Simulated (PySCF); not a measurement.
# Pt⁺ (platinum, charge +1) across methods

[Xe] 4f14 5d9, 2D determinant. Calculation: PySCF 2.14, in def2-SVPD with the def2 core potential (60 electrons); a scalar-relativistic core potential.

```tsv
method	E (hartree)	mean ε 5p β (eV)	mean ε 5d α (eV)	mean ε 5d β (eV)	Σ⟨r²⟩ (bohr²)	⟨S²⟩
UHF	-118.11507	-76.467	-20.143	-19.204	39.46	0.897
PBE	-118.9529	-63.967	-14.923	-14.310	40.51	0.976
r2SCAN0	-118.9132	-68.409	-16.732	-16.003	39.95	1.053
wB97M-V	-118.8458	-69.818	-18.656	-17.997	39.95	0.777
LDA	-118.7061	-63.880	-15.047	-14.432	40.77	0.893
TPSSh	-118.8881	-65.582	-15.438	-14.805	40.24	0.980
MN15	-118.7265	-66.971	-17.274	-16.759	40.78	1.088
PBE0	-118.9169	-67.249	-16.380	-15.702	40.05	0.918
```

Task: Estimate the same row for r2SCAN.

Result: E (hartree) = -118.9631; mean ε 5p β (eV) = -65.662; mean ε 5d α (eV) = -15.361; mean ε 5d β (eV) = -14.674; Σ⟨r²⟩ (bohr²) = 40.27; ⟨S²⟩ = 1.153.

⟨L²⟩ = 7.41 against 6 for a pure D term, so this real determinant mixes terms. Energies and moments cover only the electrons outside the core potential. Spin-orbit coupling, absent here, splits the open shell strongly. ⟨S²⟩ = 1.15 against 0.75 shows spin contamination.
